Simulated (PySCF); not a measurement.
# UHF on B+ (boron, charge +1)

Configuration: [He] 2s2, closed-shell 1S. Calculation: PySCF 2.14, in aug-cc-pVTZ (5s4p3d2f, 46 functions); the non-relativistic Hamiltonian (point nucleus).

```json
{
  "Total energy": "-24.236816 hartree",
  "One-electron energy": "-30.3555 hartree",
  "Hartree (Coulomb) energy": "9.6106 hartree",
  "Exchange energy": "-3.4920 hartree",
  "Kinetic energy": "24.23372 hartree",
  "⟨S²⟩": "0.0000",
  "⟨L²⟩": "0.000",
  "Sum of ⟨r⟩": "4.249 bohr",
  "Sum of ⟨r²⟩": "7.957 bohr²",
  "Density at the nucleus (Gaussians lack the cusp)": "69.8 bohr⁻³",
  "Langevin diamagnetic susceptibility": "-6.30 ×10⁻⁶ cm³/mol"
}
```

| shell | electrons | mean orbital energy (eV) | rms radius, mean of both spins (bohr) |
| --- | --- | --- | --- |
| 1s | 2 | -222.73 | 0.378 |
| 2s | 2 | -23.776 | 1.96 |
